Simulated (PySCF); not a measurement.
**Atomic charges by several schemes**

Species: C9H10OSi.
SMILES with atom numbers: `[SiH3:1][CH2:2][c:3]1[o:4][cH:5][c:6]2[cH:7][cH:8][cH:9][cH:10][c:11]12` (hydrogens: H12, H13, H14 on Si1; H15, H16 on C2; H17 on C5; H18 on C7; H19 on C8; H20 on C9; H21 on C10)

Geometry (GFN2-xTB, Å), atoms numbered from 1 in this order:
```xyz
21
C9H10OSi angstrom
Si     3.0991    0.2776    0.9111
C      2.1842   -0.5081   -0.5788
C      0.7847   -0.8105   -0.2108
O      0.4890   -2.0137    0.3074
C     -0.8199   -2.0501    0.6220
C     -1.4099   -0.8466    0.3145
C     -2.7193   -0.3249    0.4245
C     -2.9415    0.9538    0.0175
C     -1.9029    1.7620   -0.5134
C     -0.6309    1.2953   -0.6434
C     -0.3557   -0.0254   -0.2278
H      2.4284    1.5316    1.2530
H      4.4855    0.5263    0.5132
H      3.0498   -0.6520    2.0382
H      2.1962    0.1714   -1.4302
H      2.6826   -1.4304   -0.8762
H     -1.2009   -2.9585    1.0419
H     -3.5105   -0.9405    0.8247
H     -3.9316    1.3802    0.0926
H     -2.1441    2.7699   -0.8190
H      0.1588    1.9094   -1.0514
```

Density: PBE0/pcSseg-1 (PySCF); schemes: Mulliken, IAO, Hirshfeld and ESP-fitted. One conformer (not necessarily the lowest) at the GFN2-xTB geometry, without solvent, vibrations or thermal averaging.

Atoms with like bonding are taken together and averaged. At which atom do the 4 schemes differ most?

At C5: from -0.330 (ESP-fitted) to +0.195 e (Mulliken), 0.525 e apart.

Do the Mulliken, IAO, Hirshfeld and ESP-fitted schemes agree on where the charge is highest?

All schemes agree: Mulliken Si1 (+0.518); IAO Si1 (+0.614); Hirshfeld Si1 (+0.318); ESP-fitted Si1 (+0.427).

Give the atomic charges in each scheme.

In e; atoms taken as equivalent share a row and are averaged (×n: the atom named and its like, n in all):

```
       atom                        environment  Mulliken     IAO  Hirshfeld  ESP-fitted
        Si1                       SiH3 silicon    +0.518  +0.614     +0.318      +0.427
         C2        sp3 carbon bound to silicon    -0.400  -0.545     -0.157      -0.368
         C3        substituted aromatic carbon    +0.190  +0.158     +0.063      +0.056
         O4                  furan-type oxygen    -0.375  -0.210     -0.048      -0.077
         C5  aromatic CH next to a ring oxygen    +0.195  -0.035     -0.012      -0.330
         C6        ring-fusion aromatic carbon    -0.167  -0.049     -0.038      +0.200
         C7                 aromatic CH carbon    -0.013  -0.153     -0.050      -0.347
         C8                 aromatic CH carbon    -0.084  -0.159     -0.054      -0.100
         C9                 aromatic CH carbon    -0.086  -0.164     -0.057      -0.119
        C10                 aromatic CH carbon    -0.034  -0.152     -0.050      -0.344
        C11        ring-fusion aromatic carbon    -0.229  -0.072     -0.043      +0.130
H12/H13/H14                      Si–H hydrogen    -0.078  -0.116     -0.076      -0.100
    H15/H16                 methylene hydrogen    +0.164  +0.167     +0.051      +0.140
        H17                  aromatic hydrogen    +0.080  +0.172     +0.059      +0.226
        H18                  aromatic hydrogen    +0.068  +0.155     +0.051      +0.194
        H19                  aromatic hydrogen    +0.090  +0.153     +0.048      +0.135
        H20                  aromatic hydrogen    +0.088  +0.152     +0.048      +0.136
        H21                  aromatic hydrogen    +0.064  +0.150     +0.049      +0.201
```

Mean size of the charges over all atoms: ESP-fitted 0.189 e, IAO 0.180 e, Mulliken 0.155 e, Hirshfeld 0.070 e. Each set sums to the total charge, 0, to within 0.001 e. The ESP scheme is a least-squares fit of atom-centred charges to the potential on four shells outside the van der Waals surface, with the total charge fixed. The IAO scheme counts the electrons in orthogonalised intrinsic atomic orbitals, a minimal basis polarised so that it spans the occupied orbitals exactly.

Some averages cover members that differ in this geometry: H12/H13/H14, ESP-fitted -0.118 to -0.087 e.

How closely do the schemes follow one another over all atoms?

Correlation coefficient and root-mean-square difference: IAO with Hirshfeld 0.96, 0.139 e; Mulliken with IAO 0.89, 0.105 e; Mulliken with Hirshfeld 0.86, 0.129 e; IAO with ESP-fitted 0.82, 0.133 e; Hirshfeld with ESP-fitted 0.76, 0.159 e; Mulliken with ESP-fitted 0.50, 0.210 e.

Sum the charges by element, for elements with more than one atom.

```csv
element,atoms,Mulliken,IAO,Hirshfeld,ESP-fitted
C,9,-0.628,-1.172,-0.400,-1.222
H,10,+0.485,+0.768,+0.131,+0.871
```

How many electrons does the Hirshfeld scheme count on O4?

Z − q = 8 − (-0.048) = 8.048.
